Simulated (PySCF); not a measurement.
C7H10N2.
Z-matrix (Å and degrees, PBE0-D3(BJ)/def2-SVP geometry), rows numbered from 1:
```
C 
N   1  1.2604
C   2  1.4439  1  118.08
C   3  1.5105  2  112.77  1   117.90
C   4  1.3421  3  119.89  2  -120.03
C   4  1.4783  3  119.26  2    62.01
C   6  1.3479  4  123.58  3    -1.39
N   6  1.4046  4  114.91  3   174.55
C   8  1.2646  6  119.60  4   131.79
H   1  1.1097  2  123.15  3     0.30
H   1  1.0996  2  119.74  3  -179.63
H   3  1.1079  2  112.27  1    -5.01
H   3  1.1048  2  107.26  1  -122.82
H   5  1.0929  4  121.01  3     1.78
H   5  1.0914  4  120.76  3  -176.93
H   7  1.0892  6  121.09  4    -4.41
H   7  1.0921  6  120.44  4   175.39
H   9  1.1072  8  122.97  6    -2.98
H   9  1.0993  8  119.42  6   177.02
```

Theory: PySCF, TDDFT wB97X-D/def2-SVPD, vertical, gas phase, core orbitals frozen in the response.

Each state is given a Gaussian of 0.4 eV full width at half maximum, with ε(max) = 2.175×10⁸ f / Δν̃ (Δν̃ the width in cm⁻¹). The cross-section is σ = 3.8235×10⁻²¹ ε cm², given in Mb (10⁻¹⁸ cm²). The width is an assumption, not a result. The curve ends short of the highest state used, and states not computed would add to its high-energy end.

| λ (nm) | σ (Mb) |
| --- | --- |
| 187.3 | 19.45 |
| 191.9 | 34.52 |
| 196.5 | 35.92 |
| 201.1 | 24.07 |
| 205.7 | 12.15 |
| 210.3 | 7.87 |
| 214.8 | 18.33 |
| 219.4 | 45.57 |
| 224.0 | 71.57 |
| 228.6 | 72.30 |
| 233.2 | 49.44 |
| 237.8 | 24.04 |
| 242.4 | 8.80 |
| 247.0 | 2.76 |
| 251.6 | 1.15 |
| 256.2 | 1.19 |
| 260.8 | 2.13 |
| 265.4 | 3.86 |
| 270.0 | 5.90 |
| 274.6 | 7.36 |
| 279.2 | 7.55 |
| 283.8 | 6.45 |
| 288.4 | 4.68 |
| 293.0 | 2.92 |
| 297.6 | 1.59 |
| 302.2 | 0.76 |
| 306.8 | 0.33 |
| 311.4 | 0.13 |
| 316.0 | 0.05 |
| 320.6 | 0.01 |

(1) Locate the maxima and give the states behind the curve.

(2) On this curve, what absorbance would a 10⁻⁴ mol/L sample give at 222 nm over a 1 cm path?

(3) Coming from long wavelengths, where does ε first pass 100 L mol⁻¹ cm⁻¹?

## Answers

(1) 278 nm (4.47 eV), ε about 2000, made up of S1 (100%); 226 nm (5.48 eV), ε about 20000, made up of S3 (20%) and S4 (80%); 194 nm (6.37 eV), ε about 9900, made up of S5 (13%) and S7 (83%) (ε in L mol⁻¹ cm⁻¹; maxima over ε = 5, shares over 10%). The states used: S1 4.47 eV (f 0.030); S2 4.91 eV (f 0.0017); S3 5.42 eV (f 0.064); S4 5.49 eV (f 0.235); S5 6.16 eV (f 0.041); S6 6.21 eV (f 0.010); S7 6.42 eV (f 0.124); S8 6.89 eV (f 0.031); S9 6.96 eV (f 0.034); S10 7.22 eV (f 0.027).

(2) 222 nm is 5.585 eV, where ε is about 16000 L mol⁻¹ cm⁻¹, so A = ε c l ≈ 1.6 (Beer–Lambert, with the gas-phase spectrum and the assumed width).

(3) At about 306 nm (4.05 eV), 0.41 eV below S1.

The vertical ionisation energy (ΔSCF) is 8.28 eV, 1.05 eV above S10.

The run took 4.2 min wall on an Arm Neoverse V2 with one thread, no GPU, on a shared host.

One conformer stands for the species.
